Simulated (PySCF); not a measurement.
## Electron correlation in As (arsenic, neutral)

[Ar] 3d10 4s2 4p3, high-spin 4S determinant. Calculation: PySCF 2.14, in pcseg-2 (6s5p3d1f, 43 functions); the non-relativistic Hamiltonian (point nucleus). Frozen: [Ar] 3d10; 5 electrons correlated.

MP2 pair energies summed by pair of shells (mhartree):

| pair | energy | share (%) |
| --- | --- | --- |
| 4s-4p | -46.12 | 65.1 |
| 4p-4p | -15.27 | 21.5 |
| 4s-4s | -9.50 | 13.4 |

Total MP2 correlation energy: -70.89 mhartree.

Same-spin part -19.00 and opposite-spin part -51.89 mhartree; SCS-MP2 scales them by 1/3 and 6/5 to -68.60 mhartree.

| level | correlation energy (mhartree) |
| --- | --- |
| CCSD | -85.26 |
| (T) | -2.78 |
| CCSD(T) | -88.04 |

Diagnostics: T1 = 0.0030, D1 = 0.0079, largest double amplitude 0.053.

Q: Is a single reference adequate?

A: Yes, within this model without spin-orbit coupling: T1 lies below 0.03 and no double amplitude reaches 0.07.
